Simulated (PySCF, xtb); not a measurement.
Sn(H)2(Br)(OH) (BrH3OSn), SMILES [OH][SnH2][Br].

GFN2-xTB (xtb) at its own geometry gives an orbital gap of 4.12 eV and a dipole moment of 3.11 D.

Coordinates come from a r2SCAN-D4/def2-SVP optimisation. The def2 effective core potentials stand for the cores of Sn; spin–orbit coupling is left out. Other conformers were not sampled.

Question: What does ωB97X/def2-TZVPD run with PySCF give? (The exact figures need the calculation; the answer reports its results.)

Answer: gap 11.29 eV (levels -10.70 and 0.59 eV), dipole 1.95 D.
